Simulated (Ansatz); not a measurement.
Geometry optimisation, RKS PBE/def2-SVP (Ansatz).

Input file:

```yaml
crystal:
  periodic: [false, false, false]
  atoms:
    - { symbol: Ge, position_ang: [-0.036052, 0.279606, -1.029891] }
    - { symbol: O, position_ang: [1.207889, 0.132726, 1.638002] }
    - { symbol: H, position_ang: [0.47959, -0.506875, 1.777297] }
    - { symbol: H, position_ang: [1.756732, -0.352321, 0.970188] }
    - { symbol: H, position_ang: [-1.230602, 1.222431, -0.481115] }
    - { symbol: Cl, position_ang: [-0.919956, -1.603667, -0.171181] }
basis:
  gaussian: { orbitals: def2-SVP }
hamiltonian:
  xc: pbe
relax:
  f_tol: 0.03
  max_steps: 50
output:
  orbitals: {}
```

Run as:

```bash
$ ansatz run input.yaml --threads 1 --pin off --max-ram 2048MiB --backend cpu --events-out ev --progress --plain --runs-dir out
```

Question: Where does it end, and by what steps?

Answer: It converged. After 7 steps the energy has fallen by 0.408 eV; O2 moved furthest, 0.48 Å.

```
step  energy less start (eV)  largest force component (eV/Å)  accepted
   0                  0.0000                           1.010       yes
   1                 -0.1349                           1.650       yes
   2                 -0.2727                           1.752       yes
   3                 -0.3894                           0.302       yes
   4                 -0.4029                           0.176       yes
   5                 -0.4077                           0.062       yes
   6                 -0.4083                           0.043       yes
   7                 -0.4084                           0.030       yes
```

```xyz
6
Properties=species:S:1:pos:R:3
Ge 0.094 0.240 -0.840
O 0.969 0.194 1.226
H 0.343 -0.535 1.478
H 1.831 -0.264 1.138
H -1.039 1.212 -0.225
Cl -0.941 -1.674 -0.074
```

Whether the end is a true minimum wasn't checked by a vibrational analysis.

The run took 9.5 s on 1 thread of Intel(R) Xeon(R) 6975P-C (Granite Rapids), with other jobs on the host, peak memory 0.15 GiB.
